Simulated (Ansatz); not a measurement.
`BCBC` + HCl → `CBCl` + `BC` at 700 K and 1 bar (ligand exchange at a B–C bond).

Isolated molecules relaxed with PBE0-D4/def2-TZVP in Ansatz; ΔE leaves out vibrations. CBS: MP2 limit from def2 TZ/QZ plus the TZ coupled-cluster correction, frozen cores. This one scheme is used for every species. Each species was taken in one conformer, which may not be the lowest.

```
species  CCSD(T)/CBS energy (Eh)  H − E (kJ/mol)  S (J/(mol·K))
 `BCBC`               -130.49141           329.2          442.8
    HCl               -460.38127            38.4          211.8
 `CBCl`               -525.07110           179.3          357.9
   `BC`                -65.83255           189.6          311.0
```

H − E and S are ideal-gas, rigid-rotor, harmonic terms from PBE0-D4/def2-TZVP, for one conformer and one mirror image of each species. 1 Eh = 2625.50 kJ/mol, R = 8.31446 J/(mol·K).

By hand: ΔE, ΔH, ΔS and ΔG.

ΔE = (-525.07110) + (-65.83255) − (-130.49141) − (-460.38127) = -0.03097 Eh = -81.3 kJ/mol. Δ(H − E) = 179.3 + 189.6 − 329.2 − 38.4 = 1.3, so ΔH = -80.0 kJ/mol. ΔS = 357.9 + 311.0 − 442.8 − 211.8 = 14.3 J/(mol·K). ΔG = -80.0 − 700 × (14.3)/1000 = -90.0 kJ/mol.

By hand: the equilibrium constant, and the temperature at which ΔG would vanish if ΔH and ΔS stayed fixed.

log₁₀ K = −ΔG/(RT ln 10) = 6.7. ΔH and −TΔS have one sign here, so there is no such temperature.

The number of gas molecules stays the same, so ΔS is small and ΔH decides. A doubt of 5 kJ/mol in ΔE shifts log₁₀ K by 0.4 here. Other conformers and mirror images would add mixing entropy, several J/(mol·K) or more a flexible species. Modes under 60 cm⁻¹, often nearly free rotors, make the harmonic entropy too high. These are equilibria of isolated gas molecules and say nothing of rates. Largest T1 diagnostic: 0.011 (customary marks: 0.02 for closed shells, 0.045 for open ones).
